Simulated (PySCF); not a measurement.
# Dipole response of Ga (gallium, neutral)

[Ar] 3d10 4s2 4p1, 2P determinant. Calculation: PySCF 2.14, in aug-cc-pVTZ-DK (7s6p4d2f, 59 functions); the spin-free X2C one-electron Hamiltonian (Gaussian nucleus). Coupled (time-dependent) response in atomic units; α is the mean over directions.

```tsv
method	mean α (bohr³)	α xx, yy, zz	C₆ (like pair)	S(−4)
UHF	57.45	45.61, 81.12, 45.61	503.3	1967
PBE	62.04	45.34, 95.44, 45.34	516.6	3192
PBE0	58.14	44.10, 86.23, 44.10	487.9	2441
CAM-B3LYP	54.76	42.29, 79.70, 42.29	450.8	2095
```

S(−4) is the Cauchy moment in α(ω) = α(0) + S(−4) ω² + …

Reference α: 50 ± 3 bohr³ (recommended; Schwerdtfeger and Nagle, table of static dipole polarizabilities (2023 update)). Published C₆: 498.0 (Chu and Dalgarno (2004); Tang, Norbeck and Certain (1976)).

Spin-orbit coupling is absent.

α(iu) at PBE0:

| u (hartree) | α(iu) (bohr³) |
| --- | --- |
| 0 | 58.14 |
| 0.0500 | 52.93 |
| 0.100 | 43.21 |
| 0.200 | 27.66 |
| 0.300 | 18.52 |
| 0.500 | 9.723 |
| 0.750 | 5.394 |
| 1.00 | 3.472 |
| 1.50 | 1.832 |
| 2.00 | 1.147 |
| 3.00 | 0.5750 |
| 5.00 | 0.2284 |

A single London oscillator, α(iu) = α/(1 + u²/ω²), gives C₆ = (3/4) ω α². Matching the computed C₆ needs ω = 4 × 487.9 / (3 × 58.14²) = 0.192 hartree.

The components differ because the open shell of this determinant is not spherical; for a pure term their mean is the scalar polarisability.
